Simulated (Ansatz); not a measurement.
Cost and result for the atomization energy of `CC(C)[O][Ge][F]` (13 atoms, 12 bonds).

```json
{"atom": "C1", "x (Å)": "-1.2674", "y (Å)": "0.4524", "z (Å)": "0.3134"}
{"atom": "C2", "x (Å)": "0.1615", "y (Å)": "0.6581", "z (Å)": "-0.1498"}
{"atom": "C3", "x (Å)": "0.5827", "y (Å)": "-0.3454", "z (Å)": "-1.2053"}
{"atom": "O4", "x (Å)": "1.0622", "y (Å)": "0.6419", "z (Å)": "0.9549"}
{"atom": "Ge5", "x (Å)": "1.5202", "y (Å)": "-0.5637", "z (Å)": "2.1522"}
{"atom": "F6", "x (Å)": "0.5143", "y (Å)": "-1.9352", "z (Å)": "1.6488"}
{"atom": "H7", "x (Å)": "-1.5261", "y (Å)": "1.1794", "z (Å)": "1.0860"}
{"atom": "H8", "x (Å)": "-1.9580", "y (Å)": "0.5847", "z (Å)": "-0.5230"}
{"atom": "H9", "x (Å)": "-1.4004", "y (Å)": "-0.5543", "z (Å)": "0.7147"}
{"atom": "H10", "x (Å)": "0.2518", "y (Å)": "1.6670", "z (Å)": "-0.5697"}
{"atom": "H11", "x (Å)": "-0.0429", "y (Å)": "-0.2425", "z (Å)": "-2.0953"}
{"atom": "H12", "x (Å)": "1.6211", "y (Å)": "-0.1773", "z (Å)": "-1.4983"}
{"atom": "H13", "x (Å)": "0.4810", "y (Å)": "-1.3652", "z (Å)": "-0.8285"}
```

Total charge 0; spin multiplicity 1. Correlated methods include outer-core shells of Ge, which these sets cover unevenly. Scalar relativity is left out up to krypton. The structure was optimised at the PBE0-D4/def2-TZVP level. It is one conformer, not always the lowest. Program: Ansatz. All runs use 2 threads of an AMD EPYC 7R13 on a shared host and a share of an NVIDIA H100 80 GB. Times are those of one run each, without the atoms' runs, and a repeat can differ threefold. Electronic energies, without spin–orbit coupling; frozen cores. CCSD(T)/CBS adds CCSD(T) − MP2 in def2-TZVPP to the MP2 limit, and its time is that of the two runs behind it. T1 = 0.014. With those shells the extrapolation isn't a true limit. B3LYP takes the VWN-RPA correlation (the form of Gaussian; ORCA's B3LYP/G).

CCSD(T)/CBS is a level of theory with its own doubt, some kJ/mol a heavy atom from the limit and from the frozen cores, so smaller differences don't rank the functionals.

| level | functions | wall time | atomization (kJ/mol) | difference from CCSD(T)/CBS | per bond |
| --- | --- | --- | --- | --- | --- |
| PBE0-D4/def2-TZVPP | 301 | 3.3 s | 5108.1 | -6.4 | -0.5 |
| PBE-D4/def2-TZVPP (with forces) | 301 | 3.4 s | 5221.2 | 106.7 | 8.9 |
| r2SCAN-D4/def2-TZVPP (with forces) | 301 | 4 s | 5119.1 | 4.6 | 0.4 |
| B2PLYP/def2-TZVPP | 301 | 4.1 s | 5055.9 | -58.6 | -4.9 |
| B3LYP-D4/def2-TZVPP (with forces) | 301 | 6 s | 5103.5 | -11.0 | -0.9 |
| MP2/def2-QZVPP | 584 | 6 s | 5156.6 | 42.1 | 3.5 |
| ωB97M-V/def2-TZVPP (with forces) | 301 | 6 s | 5114.0 | -0.5 | 0.0 |
| ωB97X-V/def2-TZVPP | 301 | 6.5 s | 5118.2 | 3.7 | 0.3 |
| CCSD(T)/def2-TZVPP | 301 | 7.5 s | 4986.9 | -127.6 | -10.6 |
| CCSD(T)/CBS(def2) | – | 14 s | 5114.5 | 0.0 | 0.0 |

In def2-TZVPP, CCSD(T) changes the Hartree–Fock value by +1279.7 kJ/mol (the triples alone add +80.0 kJ/mol) and MP2 by +1374.0 kJ/mol; breaking electron pairs costs correlation energy, which Hartree–Fock lacks. From PBE to PBE0 (25 % exact exchange), in def2-TZVPP and without D4, the atomization energy moves by −108.7 kJ/mol: exact exchange takes away binding that semilocal exchange gives to molecules. The D4 term adds +47.5 kJ/mol with B3LYP and +25.1 kJ/mol with PBE0; it sums over pairs of atoms, weighted by their polarisabilities, and B3LYP, whose exchange is more repulsive, gets the larger term.
